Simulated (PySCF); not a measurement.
## Lu⁴⁴⁺ (lutetium, charge +44): PBE0 calculation

Configuration: [Ar] 3d9, 2D determinant. Calculation: PySCF 2.14, in an even-tempered Gaussian basis (18 s from 8.8 bohr⁻², ratio 2.5; 13 p from 11 bohr⁻², ratio 2.5; 8 d from 11 bohr⁻², ratio 2.5; 4 f from 50 bohr⁻², ratio 2.7; 3 g from 75 bohr⁻², ratio 2.7); scalar relativity by spin-free X2C-1e.

| Property | Result |
| --- | --- |
| Total energy | -13194.28 hartree |
| One-electron energy | -15450.44 hartree |
| Hartree (Coulomb) energy | 2479.03 hartree |
| Exchange-correlation energy | -222.87 hartree |
| ⟨S²⟩ | 0.7500 |
| ⟨L²⟩ | 6.000 |
| Sum of ⟨r⟩ | 3.939 bohr |
| Sum of ⟨r²⟩ | 0.8026 bohr² |
| Traceless quadrupole moment −½Σ⟨3z² − r²⟩ along its main axis | -0.0111 e·bohr² |
| Time after the integrals | about 5 core-seconds |

```
shell  electrons  mean orbital energy (hartree)  spread (hartree)  rms radius, mean of both spins (bohr)
 1s α          1                    -2405.52394                 0                                 0.0219
 1s β          1                    -2405.52136                 0                                 0.0219
 2s α          1                     -477.87115                 0                                 0.0882
 2s β          1                     -477.67989                 0                                 0.0882
 2p α          3                     -431.41120           0.30370                                 0.0798
 2p β          3                     -431.24408           0.11672                                 0.0798
 3s α          1                     -166.43932                 0                                  0.221
 3s β          1                     -166.21789                 0                                  0.221
 3p α          3                     -152.31120           0.36659                                  0.221
 3p β          3                     -152.06767           0.10138                                  0.221
 3d α          5                     -135.74469           0.51688                                  0.199
 3d β          4                     -135.51071           0.32936                                  0.199
```

Spin-orbit coupling, absent here, splits the open shell strongly.

Densities and radii are taken from the X2C orbitals without a picture-change correction, which distorts them close to the nucleus.
